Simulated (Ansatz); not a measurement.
The Ge1–H3 bond of GeH4O (SMILES [OH][GeH3]) is stretched (multiplicity 1, the rest rigid).
Geometry at rest (charge 0, multiplicity 1):
```xyz
6

Ge    -0.329     0.068     0.073
O      1.357    -0.357    -0.372
H     -0.545    -0.155     1.584
H     -1.186    -0.885    -0.765
H     -0.608     1.543    -0.281
H      2.012     0.175     0.090
```

Cores are frozen in the correlated methods. Filled d and f shells under p-block atoms count as core.

The values were computed with Ansatz (Gaussian orbitals). Each number belongs to the level named beside it.

Energies above the point at 1.542 Å (the B3LYP-D3(BJ) bond length), FIC-MRCISD+Q on CASSCF(2,2)/cc-pVTZ (kcal/mol): 6.04 at 1.388 Å; 3.60 at 1.696 Å; 88.27 at 4.935 Å.

Q: Take the last value as the depth D of a Morse curve D(1 − e^(−a(R − R₀)))², fit a and R₀ to the two near points, and test it at 2.082 and 2.699 Å.

A: 
With D = 88.3, both near points (counted from the curve's value at 1.542 Å) are met by a = 1.48 Å⁻¹ and R₀ = 1.545 Å, so k = 2Da² = 389 kcal/(mol Å²). The curve then gives 26.6 and 59.3 kcal/mol; the level itself gives 27.6 and 64.2, so Morse is off by -0.9 and -4.9.

Ansatz is a program for electronic structure.
